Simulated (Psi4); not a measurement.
Br2Si (SMILES Br[Si]Br), singlet, at a GFN2-xTB geometry. Base run: R2SCAN/def2-SVP (Psi4).

Psi4 was given this input:
```
memory 2 GB

molecule {
0 1
Si   -0.02306863   -0.00441753    1.20707901
Br    0.95296278   -1.45162520   -0.22860751
Br   -0.94373533    1.45339221   -0.25422409
}

set {
  basis def2-svp
}

energy('r2scan')
print_variables()
```

The base run was repeated with changes; each row names its change, and settings that it needs were set with it.

```tsv
change	ΔE vs base (mEh)	SCF cycles	grid points	basis functions
base	0.000	9	62119	82
basis_guess = true	0.000	1	62119	82
dft_nuclear_scheme = stratmann	0.007	9	58565	82
scf_type = cd	-0.369	9	62119	82
guess = sap	0.000	8	62119	82
scf_type = pk	0.066	9	62119	82
scf_type = mem_df	0.000	9	62119	82
dft_spherical_points = 434	-0.008	9	88763	82
df_basis_scf = def2-universal-jkfit	0.000	9	62119	82
d_convergence = 1e-8	0.000	11	62119	82
guess = modhuckel	0.000	9	62119	82
dft_radial_scheme = becke	___	9	54211	82
scf_type = direct	0.066	11	62119	82
```

Task: Complete the blanks.

Result: 
- dft_radial_scheme = becke, ΔE vs base (mEh): 3.588
